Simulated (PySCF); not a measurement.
# Basis and Hamiltonian dependence of the excitation energy of Rb

Rb [Kr] 5s1 (2S) → Rb [Kr] 5p1 (2P). Calculated with PySCF 2.14 from differences of total energies of unrestricted determinants, without spin-orbit coupling. Values in eV.

```tsv
basis	Hamiltonian	functions	UHF	PBE	PBE0	CCSD(T) (valence and next inner shell)
def2-TZVPPD with the def2 core potential (28 electrons)	ECP	40	1.353	1.375	1.376	1.551
aug-cc-pVDZ-X2C	spin-free X2C	45	1.346	1.355	1.361	n/a
ANO-RCC-VTZP	spin-free X2C	47	1.345	1.384	1.379	n/a
def2-QZVPPD with the def2 core potential (28 electrons)	ECP	63	1.348	1.372	1.374	1.555
aug-cc-pVTZ-X2C	spin-free X2C	68	1.346	1.362	1.365	n/a
x2c-TZVPPall	spin-free X2C	79	1.344	1.363	1.367	1.545
aug-cc-pwCVTZ-X2C	spin-free X2C	93	1.345	1.362	1.365	1.567
x2c-TZVPPall with one added diffuse shell each of s, p, d, f type	spin-free X2C	95	1.342	1.361	1.365	1.547
aug-cc-pVQZ-X2C	spin-free X2C	102	1.346	1.359	1.365	n/a
aug-cc-pwCVTZ-X2C with one added diffuse shell each of s, p, d, f type	spin-free X2C	109	1.345	1.362	1.365	1.567
x2c-QZVPPall	spin-free X2C	111	1.343	1.358	1.362	n/a
dyall-av2z	non-relativistic	115	1.292	1.305	1.306	n/a
x2c-QZVPPall with one added diffuse shell each of s, p, d, f, g type	spin-free X2C	136	1.344	1.359	1.362	n/a
```

Frozen in the all-electron rows: valence: [Kr]; valence and next inner shell: [Ar] 3d10; with a core potential, the same shells as far as they lie outside it.

Non-relativistic rows lack the scalar-relativistic shift.

Reference for a calculation without spin-orbit coupling: 1.579 eV (measured, between term centres; NIST).
